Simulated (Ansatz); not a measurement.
H5Si2 (SMILES [SiH2][SiH3]), doublet, geometry from GFN2-xTB; PBE0/6-311G** (Ansatz, an electronic-structure program).

Ansatz was given this input:
Ansatz 0.2 input:
```yaml
crystal:
  periodic: [false, false, false]
  atoms:
    - {symbol: Si, position_ang: [-0.00694582, 0.01102555, 1.17502224]}
    - {symbol: Si, position_ang: [0.00576956, 0.03676145, -1.09538941]}
    - {symbol: H, position_ang: [-1.16877904, -0.49195748, 1.91168064]}
    - {symbol: H, position_ang: [1.16087215, -0.45701581, 1.92512387]}
    - {symbol: H, position_ang: [0.02916079, -1.24194353, -1.82537250]}
    - {symbol: H, position_ang: [-1.19026257, 0.74313294, -1.57000039]}
    - {symbol: H, position_ang: [1.18547634, 0.77876587, -1.55629122]}
basis:
  gaussian:
    orbitals: 6-311G__.json
    point_charges:
      - {charge: 1.0, position_ang: [-0.0666, 3.2513, 4.0988]}
hamiltonian:
  xc: pbe0
magnetization: {spin_polarized: true, initial_magnetization: 1}
```
The basis file holds 6-311G** in the JSON format of the Basis Set Exchange.

It wrote (shortened):

```
Functional definition: PBE0
716 factors; their error is unknown
mean field evaluation 1: about -15828.1915 eV, gradient 7.8e0 eV
mean field evaluation 2: about -15828.5969 eV, gradient 3.1e0 eV
mean field evaluation 4: about -15828.6479 eV, gradient 1.7e-1 eV
mean field evaluation 8: about -15828.6755 eV, gradient 2.0e-2 eV
mean field -15828.67549602 eV, -581.6930954170 hartree, gradient 2.1e-5 eV, S^2 0.753734; 0 other end points of the search recorded, 0 dependent functions left out
reference -15828.67552928 eV, -581.6930966393 hartree; 17, 16 occupied and 67, 68 virtual orbitals, 716 factors
Total energy: -15828.67552928 eV, -581.6930966393 hartree
```
